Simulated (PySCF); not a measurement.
A run for PySCF: R-BP86/6-31G* on dimethyl selenide (SMILES C[Se]C).

```python
from pyscf import gto, scf, dft, mp
from pyscf.data.elements import chemcore

mol = gto.M(
    atom='''
    C    -1.38934188   -0.95033292    0.90298135
    Se   -0.09158725    0.47205242    0.52497335
    C     1.37134969   -0.69044080   -0.07385839
    H    -0.98034901   -1.62656447    1.64939501
    H    -2.28232560   -0.46804320    1.29351549
    H    -1.62880521   -1.48170570   -0.01477320
    H     1.63672534   -1.38039858    0.72316970
    H     2.21700640   -0.04454309   -0.29800655
    H     1.06999189   -1.22752575   -0.96980245
    ''',
    basis='6-31g*',
    cart=True,
    charge=0, spin=0, verbose=3, max_memory=1800)
mf = dft.RKS(mol, xc='b88,p86')
mf.conv_tol = 1e-8
mf.max_cycle = 100
mf.kernel()
if not mf.converged:
    mf = mf.newton().run(mf.mo_coeff, mf.mo_occ)
```

Program output:

```
converged SCF energy = -2481.3527839571
```

The calculation finished and met its thresholds.

Cost: about 10 core-seconds (a rough figure).
